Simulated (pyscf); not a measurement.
Single points on ωB97X-D3(BJ)/def2-SVP structures (PySCF, gas phase). Correlated levels are frozen-core, on RHF or UHF. ΔMP2 is the change of the MP2 total energy from the triple- to the quadruple-zeta basis.

### Question
How much does it cost (ΔH, 298 K, CCSD(T)/def2-TZVPP + ΔMP2(QZVPP)) to split `[NH2][AlH][O][SiH3]` at its Al–O bond into [H₂N–AlH]• + •O–SiH₃?

### Answer
Al–O to [H₂N–AlH]• + •O–SiH₃: 137.7 kcal/mol. The radicals are drawn with the spin at the cut bond; how far it spreads was not checked. •O–SiH₃ lies 24.9 kcal/mol over its isomer HO–SiH₂•, and others may lie lower still (electronic energy, ωB97M-D3(BJ)). Other isomers of [H₂N–AlH]• were not searched in full and may lie lower. The CCSD(T) − MP2 part came from Ansatz, without density fitting, on the same reference.
